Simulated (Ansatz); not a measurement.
This geometry of BFH3NO + H2O (10 atoms, charge 0, multiplicity 1) is a first-order saddle point.

Method: Ansatz 0.2.0, RKS revPBE-D4/def2-SVP.

```xyz
10
Properties=species:S:1:pos:R:3
B -0.073 0.376 -0.122
F -0.202 -0.363 1.487
O 1.195 0.179 -0.641
H 1.262 -0.680 -1.088
N -1.314 0.101 -0.832
H -2.100 -0.252 -0.282
H -1.247 -0.420 -1.708
O -0.087 1.691 0.715
H -0.952 2.114 0.550
H -0.187 0.844 1.538
```

Task: Which two structures does it join? (They come from a converged band through this point; their orientation in space is the band's.)

Result: Bonds broken: B1–F2, O8–H10. Bonds formed: B1–O8, F2–H10. BFH3NO + H2O becomes BH4NO2 + FH.

First end point:

```xyz
10
Properties=species:S:1:pos:R:3
B -0.091 -0.375 -0.218
F -0.006 -0.848 1.059
O 1.022 -0.275 -1.011
H 1.835 -0.412 -0.493
N -1.376 -0.011 -0.727
H -2.230 -0.331 -0.272
H -1.489 0.197 -1.718
O -0.177 2.180 0.936
H -0.820 1.783 0.310
H -0.373 1.681 1.752
```

Last end point:

```xyz
10
Properties=species:S:1:pos:R:3
B -0.057 0.507 -0.428
F -0.261 0.035 2.433
O 1.202 -0.021 -0.604
H 1.188 -0.889 -1.038
N -1.249 -0.009 -1.016
H -1.268 -0.857 -1.580
H -2.183 0.293 -0.741
O -0.076 1.662 0.381
H -0.941 2.105 0.360
H -0.059 0.761 1.849
```

Task: How far does it lie above each of them?

Result: 27.4 kcal/mol above the first and 18.9 kcal/mol above the second. This is the barrier of this one path; another mechanism may lie lower. The orbitals stay closed-shell, which can raise the energy where a bond breaks towards radicals; this wasn't checked here.

Time of the run: 4.4 min on 2 threads of Arm Neoverse V2, on a shared host, peak memory 0.12 GiB.
